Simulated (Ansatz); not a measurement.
```yaml
crystal:
  periodic: [false, false, false]
  atoms:
    - {symbol: C, position_ang: [0.353711, 0.303110, 2.248410]}
    - {symbol: O, position_ang: [0.878205, 0.647722, 1.011265]}
    - {symbol: Al, position_ang: [-0.434690, 0.357213, -0.947151]}
    - {symbol: C, position_ang: [-0.655167, -1.225064, -1.549863]}
    - {symbol: Cl, position_ang: [1.047880, 1.741376, -2.383564]}
    - {symbol: Cl, position_ang: [-2.000128, 1.758842, -0.336036]}
    - {symbol: H, position_ang: [1.028761, 0.125172, 2.597897]}
    - {symbol: H, position_ang: [-0.456508, -0.432751, 2.072652]}
    - {symbol: H, position_ang: [-0.179565, 1.385394, 2.274536]}
    - {symbol: H, position_ang: [1.340861, 1.220662, 0.376755]}
    - {symbol: H, position_ang: [-1.120819, -1.799587, -2.330627]}
    - {symbol: H, position_ang: [-0.827884, -1.971759, -0.791227]}
    - {symbol: H, position_ang: [0.591735, -1.885182, -1.896309]}
basis:
  gaussian: {orbitals: def2-mTZVPP, fitting: {mean_field: cc-pVTZ-jkfit}, nuclear_model: gaussian}
hamiltonian: {xc: {name: CAM-B3LYP}, dispersion: d3bj}
relax: {f_tol: 0.001, max_steps: 2}
output: {forces: true}
```

```sh
$ ansatz run in.yaml --threads 4 --pin off --events-out ev --progress --plain --max-ram 11315MiB
```

Q: How does Ansatz answer? (An estimate is asked.)

A: The calculation gave: No converged result was reached.
```
Functional definition: CAM-B3LYP
810 factors; integrals over basis functions are off by at most 2.5e-1 eV
810 factors; integrals over basis functions are off by at most 1.5e-6 eV
mean field evaluation 1: about -35866.8471 eV, gradient 6.4e1 eV
mean field evaluation 2: about -35865.9959 eV, gradient 6.9e1 eV
mean field evaluation 4: about -35875.0781 eV, gradient 2.7e0 eV
mean field evaluation 8: about -35875.0935 eV, gradient 4.3e-2 eV
mean field -35875.09347609 eV, -1318.3853682347 hartree, gradient 5.1e-5 eV, S^2 0.000000; 0 other end points of the search recorded, 0 dependent functions left out
reference -35875.09362703 eV, -1318.3853737814 hartree; 37, 37 occupied and 136, 136 virtual orbitals, 810 factors
relax step   1: F+E_penalty+E_count = -35875.38068367 eV  Δ(F+E_penalty+E_count) = +0.000e0 eV  max|allowed force component| = 2.543e1 eV/Å  Δτ_max = 0.0000 Å  (25 SCF iters, accepted)
810 factors; integrals over basis functions are off by at most 2.4e-1 eV
810 factors; integrals over basis functions are off by at most 9.7e-7 eV
mean field -35881.99607206 eV, -1318.6390339577 hartree, gradient 1.5e-5 eV, S^2 0.000000; 0 other end points of the search recorded, 0 dependent functions left out
reference -35881.99622087 eV, -1318.6390394266 hartree; 37, 37 occupied and 136, 136 virtual orbitals, 810 factors
relax step   2: F+E_penalty+E_count = -35882.28187495 eV  Δ(F+E_penalty+E_count) = -6.901e0 eV  max|allowed force component| = 4.779e0 eV/Å  Δτ_max = 0.1976 Å  (29 SCF iters, accepted)
Error: geometry relaxation did not converge after 2 steps: max|allowed force component| = 4.78e0 eV/Å (threshold 1.0e-3). Raise `relax.max_steps` over both its present limit and 2, loosen `relax.f_tol`, or start from a geometry closer to equilibrium. Where this run's directory can be resumed (`checkpoint.write`), a resume goes on for up to `relax.max_steps` more
```
